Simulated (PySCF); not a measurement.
Vertical excitations of a molecule C₂H₇FOSi from TDA-B3LYP/def2-SVPD (PySCF 2.14.0), as energy in eV (oscillator strength): 6.72 (0.001), 7.23 (0.008), 7.52 (0.013), 7.73 (0.016), 7.81 (0.001), 7.95 (0.011), 8.20 (0.050), 8.36 (0.054), 8.48 (0.017), 8.58 (0.016). Lowest triplet (TDA): 6.39 eV. Coordinates come from a PBE0-D3(BJ)/def2-SVP optimisation. The values are those of a single conformer.

Pick the molecule that these values belong to.
A) OCC[SiH2]F
B) C[Si](C)(O)F
C) C[Si@H](F)CO
D) CC[Si@@H](O)F

C, C[Si@H](F)CO
